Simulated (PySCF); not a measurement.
## Atomic charges by several schemes

Compound: C₁₁H₉N.
Structure used (GFN2-xTB), in Å, numbered top down from 1:
```
atom  x, y, z in Å
C1     4.509   -0.505   -1.619
C2     3.499    0.042   -1.265
C3     2.318    0.704   -0.866
C4     2.247    2.072   -1.214
N5     2.200    3.182   -1.500
C6     1.308    0.070   -0.205
C7     0.104    0.711    0.179
C8    -0.957    0.102    0.782
C9    -2.145    0.889    1.056
C10   -3.139    0.537    1.869
C11   -0.923   -1.313    1.153
C12   -1.912   -2.169    0.934
H13    5.386   -0.993   -1.923
H14    1.434   -0.982    0.011
H15    0.026    1.765   -0.060
H16   -2.174    1.856    0.570
H17   -3.137   -0.395    2.407
H18   -3.984    1.184    2.030
H19   -0.010   -1.662    1.620
H20   -2.820   -1.874    0.435
H21   -1.837   -3.205    1.221
```

Density: PBE0/pcSseg-1 (PySCF); schemes: Mulliken, IAO, Hirshfeld and ESP-fitted. Isolated species at its GFN2-xTB geometry (one conformer only).

Q: Give the atomic charges in each scheme.

A: In e:

```tsv
atom	environment	Mulliken	IAO	Hirshfeld	ESP-fitted
C1	terminal alkyne carbon	-0.338	-0.211	-0.090	-0.405
C2	alkyne carbon	+0.503	-0.021	-0.042	+0.065
C3	fully substituted alkene carbon	-0.394	-0.071	+0.012	-0.230
C4	nitrile carbon	+0.135	+0.144	+0.081	+0.532
N5	nitrile nitrogen	-0.244	-0.235	-0.213	-0.496
C6	alkene CH carbon	+0.064	-0.087	-0.011	+0.058
C7	alkene CH carbon	-0.058	-0.164	-0.051	-0.403
C8	fully substituted alkene carbon	-0.156	+0.033	+0.027	+0.252
C9	alkene CH carbon	-0.156	-0.140	-0.039	-0.174
C10	terminal =CH2 carbon	-0.100	-0.290	-0.077	-0.396
C11	alkene CH carbon	-0.180	-0.151	-0.036	-0.113
C12	terminal =CH2 carbon	-0.114	-0.288	-0.074	-0.423
H13	alkyne hydrogen	+0.053	+0.209	+0.099	+0.311
H14	vinylic hydrogen	+0.105	+0.169	+0.059	+0.147
H15	vinylic hydrogen	+0.122	+0.158	+0.047	+0.187
H16	vinylic hydrogen	+0.103	+0.155	+0.054	+0.165
H17	vinylic hydrogen	+0.136	+0.157	+0.043	+0.194
H18	vinylic hydrogen	+0.127	+0.162	+0.055	+0.190
H19	vinylic hydrogen	+0.133	+0.154	+0.052	+0.143
H20	vinylic hydrogen	+0.134	+0.158	+0.049	+0.207
H21	vinylic hydrogen	+0.126	+0.160	+0.055	+0.188
```

Mean size of the charges over all atoms: ESP-fitted 0.251 e, Mulliken 0.166 e, IAO 0.158 e, Hirshfeld 0.060 e. Each set sums to the total charge, 0, to within 0.001 e. The IAO scheme projects the occupied orbitals on a minimal set of polarised atomic orbitals and counts the electrons in each atom's part of it. The ESP scheme is a least-squares fit of atom-centred charges to the potential on four shells outside the van der Waals surface, with the total charge fixed.

Lowest charge. The schemes don't all agree: Mulliken C3 (-0.394); IAO C10 (-0.290); Hirshfeld N5 (-0.213); ESP-fitted N5 (-0.496).

Highest charge. The schemes don't all agree: Mulliken C2 (+0.503); IAO H13 (+0.209); Hirshfeld H13 (+0.099); ESP-fitted C4 (+0.532).

Q: How many electrons does the Hirshfeld scheme count on C4?

A: Z − q = 6 − (+0.081) = 5.919.

Q: How closely do the schemes follow one another over all atoms?

A: Correlation coefficient and root-mean-square difference: IAO with ESP-fitted 0.91, 0.149 e; IAO with Hirshfeld 0.89, 0.112 e; Hirshfeld with ESP-fitted 0.88, 0.224 e; Mulliken with ESP-fitted 0.64, 0.219 e; Mulliken with IAO 0.62, 0.164 e; Mulliken with Hirshfeld 0.49, 0.176 e.

Q: Sum the charges by element, for elements with more than one atom.

A: 
```
element  atoms  Mulliken     IAO  Hirshfeld  ESP-fitted
      C     11    -0.794  -1.246     -0.301      -1.236
      H      9    +1.038  +1.482     +0.514      +1.732
```
